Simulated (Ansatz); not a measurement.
PBE exchange is replaced step by step with exact exchange (0 % is PBE, 25 % PBE0; no dispersion term), basis def2-TZVP, Ansatz. System: Rb2H3. The state is a doublet with charge 0. Geometry: r2SCAN-D4/def2-TZVP, each spin state at its own.

The relaxed quartet has other bonds than the doublet, so its gap is one between isomers.

Geometry of the doublet:

```xyz
5

Rb    0.558   -0.207   -1.948
Rb    0.725   -3.106    1.187
H    -0.720    2.314   -0.087
H     0.035   -0.651    0.602
H    -0.598    1.650    0.246
```

In the def2 sets Rb takes a core potential; there is no spin–orbit coupling. In the doublet, H3 and H5 lie 0.75 Å apart (atoms count from 1), so H2 has formed as a molecule. In the quartet geometry the species has come apart into loosely held pieces. In the quartet, H3 and H5 lie 0.74 Å apart (atoms count from 1), so H2 has formed as a molecule. The structure comes from a short search, and lower isomers may exist.

HOMO and LUMO are taken over both spins.

| exact exchange (%) | HOMO (eV) | LUMO (eV) | gap (eV) | ⟨S²⟩ | quartet − doublet (kJ/mol) |
| --- | --- | --- | --- | --- | --- |
| 0 | -2.01 | -1.61 | 0.40 | 0.751 | 219.8 |
| 5 | -2.08 | -1.53 | 0.55 | 0.751 | 219.1 |
| 10 | -2.15 | -1.45 | 0.70 | 0.751 | 218.6 |
| 15 | -2.21 | -1.37 | 0.85 | 0.751 | 218.2 |
| 25 | -2.35 | -1.21 | 1.15 | 0.751 | 217.9 |
| 50 | -2.71 | -0.81 | 1.91 | 0.751 | 219.3 |

Problem. Fit a straight line to the column «quartet − doublet (kJ/mol)» against the share of exact exchange and predict its value at 35 %.

Solution. With x = exact exchange (%) and y = quartet − doublet (kJ/mol): mean x = 17.5, mean y = 218.8; Σ(x − x̄)(y − ȳ) = -8.75, Σ(x − x̄)² = 1638; slope b = -0.005342, intercept a = ȳ − b·x̄ = 218.9. The residuals of the fitted rows reach 0.9. At x = 35 the line gives 218.9 + (-0.005342 × 35) = 218.7; the run gave 218.1, 0.6 less than the line.
